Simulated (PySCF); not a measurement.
A geometry optimisation, step by step.

Compound: SnH2Me(OtBu), C₅H₁₄OSn.
Bonds: Sn1–C4, Sn1–O8, O8–C9, C9–C10, C9–C11, C9–C12. Hydrogens: H2, H3 on Sn1; H5, H6, H7 on C4; H13, H14, H15 on C10; H16, H17, H18 on C11; H19, H20, H21 on C12.

Computed by this run: PBE0-D3(BJ)/def2-SVP geometry optimisation, gas phase, def2 core potentials past Kr (PySCF 2.14.0); density fitting, grid level 1; the optimiser is geomeTRIC in internal coordinates, started from a GFN2-xTB structure with every atom displaced at random (about 0.03 Å). The frame can shift and turn from step to step; on so coarse a grid that alone can change the energy by a few meV, and forces under 0.02 eV/Å are noise.

Step 0: E = -13277.3366 eV, largest atomic force 4.312 eV/Å
```
atom  x, y, z in Å  |  force x, y, z in eV/Å
Sn1     0.595    1.907    0.326   -1.348   2.348   0.420
H2      0.603    2.054    2.003   -0.052  -0.022   0.546
H3      2.083    2.013   -0.259    1.904   0.016  -0.739
C4     -0.722    3.352   -0.648   -2.833  -3.025   1.192
H5     -0.575    4.352   -0.434    0.802   2.592   0.578
H6     -1.841    3.151   -0.303    2.170   0.134  -0.503
H7     -0.749    3.195   -1.711    0.250  -0.163  -0.902
O8     -0.280    0.318   -0.256   -1.135  -1.782  -0.080
C9     -0.019   -1.026    0.072    0.228  -0.905  -2.092
C10    -0.118   -1.360    1.536   -0.923   2.149  -1.294
C11    -1.088   -1.863   -0.728    1.312   2.707  -0.050
C12     1.402   -1.386   -0.475   -2.775   0.005  -0.533
H13    -0.050   -2.383    1.658    0.659  -2.609   0.579
H14     0.602   -0.786    2.069    0.994   0.354   1.001
H15    -1.101   -1.088    1.879   -0.825   0.393   0.431
H16    -2.056   -1.551   -0.378   -0.855  -0.107   0.300
H17    -0.891   -2.886   -0.621    0.051  -2.055   0.318
H18    -1.027   -1.599   -1.795    0.062   0.011   0.049
H19     2.124   -0.859    0.082    1.493   0.750   0.805
H20     1.396   -1.090   -1.528    0.326   0.102  -0.171
H21     1.528   -2.450   -0.418    0.494  -0.893   0.144
```

Step 1: E = -13278.1731 eV, largest atomic force 0.697 eV/Å
```
atom  x, y, z in Å  |  force x, y, z in eV/Å
Sn1     0.540    1.984    0.312    0.524  -0.460  -0.005
H2      0.529    2.078    2.045    0.014  -0.072  -0.204
H3      2.185    2.095   -0.312   -0.477  -0.113   0.210
C4     -0.750    3.388   -0.593   -0.590   0.153  -0.194
H5     -0.551    4.437   -0.329    0.206  -0.077  -0.053
H6     -1.774    3.160   -0.265   -0.033  -0.052   0.061
H7     -0.737    3.251   -1.685    0.137   0.107   0.032
O8     -0.337    0.275   -0.316    0.098   0.439   0.144
C9     -0.036   -1.062    0.006    0.347  -0.184  -0.223
C10    -0.141   -1.309    1.508   -0.321   0.090  -0.146
C11    -1.078   -1.911   -0.738    0.248   0.417   0.035
C12     1.376   -1.428   -0.504   -0.606   0.079   0.098
H13    -0.016   -2.378    1.726    0.171  -0.026   0.163
H14     0.599   -0.713    2.064    0.090  -0.109   0.054
H15    -1.144   -1.015    1.863    0.058   0.018  -0.021
H16    -2.082   -1.620   -0.396   -0.044  -0.155   0.015
H17    -0.899   -2.984   -0.583   -0.128  -0.031   0.032
H18    -1.013   -1.684   -1.812   -0.023  -0.060  -0.024
H19     2.142   -0.863    0.046    0.102  -0.021  -0.030
H20     1.432   -1.179   -1.573    0.117   0.046  -0.024
H21     1.567   -2.506   -0.393    0.109   0.014   0.077
```

Step 2: E = -13278.2299 eV, largest atomic force 0.191 eV/Å
```
atom  x, y, z in Å  |  force x, y, z in eV/Å
Sn1     0.525    1.945    0.307    0.101   0.047  -0.121
H2      0.516    1.991    2.025   -0.006   0.003   0.006
H3      2.147    2.005   -0.293   -0.135  -0.016   0.054
C4     -0.764    3.398   -0.592   -0.045   0.039  -0.035
H5     -0.507    4.431   -0.308    0.063  -0.126  -0.033
H6     -1.791    3.191   -0.268   -0.064  -0.025   0.054
H7     -0.727    3.290   -1.686    0.070   0.036   0.053
O8     -0.359    0.272   -0.332   -0.062   0.168   0.003
C9     -0.039   -1.059   -0.008    0.149  -0.116   0.029
C10    -0.138   -1.289    1.501   -0.141  -0.055   0.016
C11    -1.073   -1.915   -0.738    0.032   0.042  -0.008
C12     1.368   -1.405   -0.505   -0.099  -0.001   0.010
H13     0.020   -2.351    1.756    0.049   0.091   0.015
H14     0.606   -0.685    2.048    0.003  -0.062  -0.019
H15    -1.140   -0.999    1.859    0.063  -0.008  -0.023
H16    -2.084   -1.648   -0.395    0.022  -0.053   0.009
H17    -0.898   -2.990   -0.571   -0.053   0.049   0.002
H18    -1.019   -1.707   -1.817   -0.003  -0.029  -0.006
H19     2.132   -0.822    0.038   -0.010  -0.037  -0.042
H20     1.444   -1.166   -1.577    0.038   0.008   0.002
H21     1.593   -2.475   -0.373    0.029   0.045   0.035
```

Step 3: E = -13278.2367 eV, largest atomic force 0.083 eV/Å
```
atom  x, y, z in Å  |  force x, y, z in eV/Å
Sn1     0.510    1.941    0.300    0.025  -0.018   0.032
H2      0.504    1.983    2.019   -0.005   0.010   0.012
H3      2.120    1.982   -0.295    0.050   0.008  -0.016
C4     -0.762    3.400   -0.589   -0.073   0.036  -0.016
H5     -0.468    4.420   -0.299   -0.005  -0.025  -0.001
H6     -1.795    3.209   -0.263    0.037   0.029  -0.014
H7     -0.711    3.302   -1.682   -0.003   0.013   0.006
O8     -0.379    0.273   -0.335   -0.058  -0.024   0.014
C9     -0.043   -1.058   -0.011    0.035  -0.036   0.029
C10    -0.139   -1.289    1.497   -0.019  -0.027   0.017
C11    -1.071   -1.923   -0.737   -0.014  -0.009  -0.030
C12     1.364   -1.389   -0.508    0.028   0.001  -0.018
H13     0.041   -2.345    1.760    0.001   0.032  -0.022
H14     0.604   -0.682    2.041   -0.003  -0.002  -0.007
H15    -1.140   -1.008    1.860    0.012  -0.001  -0.006
H16    -2.084   -1.671   -0.390    0.006   0.004   0.005
H17    -0.894   -2.997   -0.565    0.003   0.016   0.005
H18    -1.025   -1.725   -1.818    0.004  -0.006   0.001
H19     2.124   -0.796    0.029   -0.012  -0.002  -0.009
H20     1.448   -1.157   -1.581   -0.005  -0.007   0.003
H21     1.609   -2.453   -0.363   -0.003   0.008   0.014
```

Step 4: E = -13278.2379 eV, largest atomic force 0.040 eV/Å
```
atom  x, y, z in Å  |  force x, y, z in eV/Å
Sn1     0.506    1.940    0.299   -0.027  -0.001  -0.012
H2      0.502    1.988    2.018   -0.005   0.007  -0.001
H3      2.117    1.977   -0.299    0.022   0.009  -0.008
C4     -0.764    3.410   -0.591    0.020  -0.027   0.003
H5     -0.460    4.425   -0.300    0.002   0.007   0.012
H6     -1.798    3.229   -0.264    0.000   0.010   0.000
H7     -0.713    3.315   -1.684   -0.005   0.000  -0.006
O8     -0.387    0.270   -0.331   -0.026  -0.009   0.030
C9     -0.044   -1.061   -0.010    0.015  -0.004   0.001
C10    -0.138   -1.296    1.498    0.007  -0.008   0.003
C11    -1.069   -1.930   -0.736   -0.011  -0.001  -0.019
C12     1.364   -1.385   -0.508    0.019   0.004  -0.009
H13     0.049   -2.350    1.757   -0.003  -0.001  -0.008
H14     0.602   -0.687    2.042    0.000   0.009   0.000
H15    -1.140   -1.021    1.862   -0.003   0.001   0.000
H16    -2.082   -1.682   -0.388    0.000   0.008   0.001
H17    -0.888   -3.002   -0.563    0.007  -0.002   0.004
H18    -1.024   -1.733   -1.817    0.004   0.000   0.003
H19     2.121   -0.787    0.025   -0.002   0.008  -0.001
H20     1.445   -1.156   -1.582   -0.008  -0.009   0.000
H21     1.615   -2.446   -0.358   -0.003  -0.003   0.007
```

Step 5: E = -13278.2386 eV, largest atomic force 0.044 eV/Å
```
atom  x, y, z in Å  |  force x, y, z in eV/Å
Sn1     0.499    1.938    0.296   -0.008  -0.005  -0.026
H2      0.497    1.994    2.015   -0.003   0.001   0.000
H3      2.110    1.971   -0.306   -0.009   0.005   0.004
C4     -0.764    3.415   -0.592    0.035  -0.026  -0.002
H5     -0.447    4.426   -0.299    0.002   0.017   0.009
H6     -1.798    3.247   -0.262   -0.015   0.001   0.004
H7     -0.715    3.322   -1.685   -0.007  -0.001  -0.005
O8     -0.400    0.266   -0.325   -0.006   0.005   0.030
C9     -0.046   -1.064   -0.007    0.002   0.013  -0.021
C10    -0.137   -1.302    1.500    0.015   0.002  -0.004
C11    -1.066   -1.937   -0.735   -0.002   0.001   0.000
C12     1.363   -1.378   -0.509    0.004   0.001   0.003
H13     0.059   -2.355    1.754   -0.003  -0.016   0.005
H14     0.600   -0.688    2.043   -0.001   0.007   0.002
H15    -1.140   -1.035    1.865   -0.007   0.000   0.003
H16    -2.080   -1.695   -0.386   -0.002   0.005  -0.003
H17    -0.878   -3.008   -0.562    0.002  -0.009   0.001
H18    -1.022   -1.740   -1.816    0.002   0.002   0.001
H19     2.116   -0.771    0.019    0.003   0.007   0.000
H20     1.439   -1.154   -1.584   -0.003  -0.007  -0.003
H21     1.623   -2.436   -0.354    0.001  -0.003   0.001
```

Step 6: E = -13278.2389 eV, largest atomic force 0.026 eV/Å
```
atom  x, y, z in Å  |  force x, y, z in eV/Å
Sn1     0.491    1.936    0.293    0.001  -0.002  -0.015
H2      0.493    2.000    2.013   -0.001  -0.003  -0.003
H3      2.102    1.968   -0.312   -0.010   0.001   0.005
C4     -0.764    3.420   -0.593    0.015  -0.010   0.002
H5     -0.437    4.427   -0.300   -0.001   0.008   0.001
H6     -1.799    3.262   -0.261   -0.005  -0.003   0.001
H7     -0.719    3.328   -1.687   -0.004  -0.002  -0.001
O8     -0.411    0.263   -0.317    0.006   0.001   0.022
C9     -0.047   -1.066   -0.005   -0.005   0.012  -0.023
C10    -0.134   -1.309    1.502    0.010   0.005  -0.005
C11    -1.063   -1.944   -0.734    0.005   0.001   0.009
C12     1.363   -1.370   -0.510   -0.007   0.002   0.009
H13     0.069   -2.361    1.753   -0.001  -0.010   0.006
H14     0.598   -0.690    2.046   -0.001   0.003   0.001
H15    -1.139   -1.050    1.868   -0.004  -0.001   0.002
H16    -2.078   -1.706   -0.384   -0.001   0.001  -0.004
H17    -0.870   -3.014   -0.562   -0.001  -0.004  -0.001
H18    -1.020   -1.744   -1.814   -0.001   0.001  -0.002
H19     2.113   -0.754    0.013    0.003   0.003  -0.002
H20     1.433   -1.151   -1.587    0.001  -0.003  -0.003
H21     1.631   -2.426   -0.351    0.001  -0.001  -0.002
```

**Question.** Summarise the path.

**Answer.** The energy falls by 0.9023 eV from step 0 to step 6; nine tenths of that is first reached at step 1. It falls at every step. The largest force goes from 4.312 to 0.026 eV/Å. Among the bonds Sn1–H3 changes most, from 1.602 to 1.721 Å; the atoms move by 0.121 Å rms after alignment.

**Question.** Follow the three bonds and two angles with the largest change from start to end.

**Answer.** 
| step | E above end (eV) | largest force (eV/Å) | Sn1–H3 (Å) | Sn1–O8 (Å) | C4–H6 (Å) | H13–C10–H14 (°) | Sn1–C4–H5 (°) |
| --- | --- | --- | --- | --- | --- | --- | --- |
| 0 | 0.9023 | 4.312 | 1.602 | 1.906 | 1.188 | 115.5 | 117.5 |
| 1 | 0.0658 | 0.697 | 1.763 | 2.021 | 1.099 | 110.4 | 114.9 |
| 2 | 0.0091 | 0.191 | 1.731 | 1.997 | 1.097 | 108.4 | 112.9 |
| 3 | 0.0022 | 0.083 | 1.716 | 1.993 | 1.100 | 107.5 | 111.5 |
| 4 | 0.0011 | 0.040 | 1.718 | 1.996 | 1.099 | 107.4 | 111.1 |
| 5 | 0.0004 | 0.044 | 1.721 | 1.997 | 1.098 | 107.4 | 110.8 |
| 6 | 0.0000 | 0.026 | 1.721 | 1.997 | 1.098 | 107.5 | 110.6 |

What follows is the cost of the whole optimisation. On Intel Xeon at 2.50 GHz, one thread (shared host), this took 5.9 min and 0.78 GiB of memory at its peak.
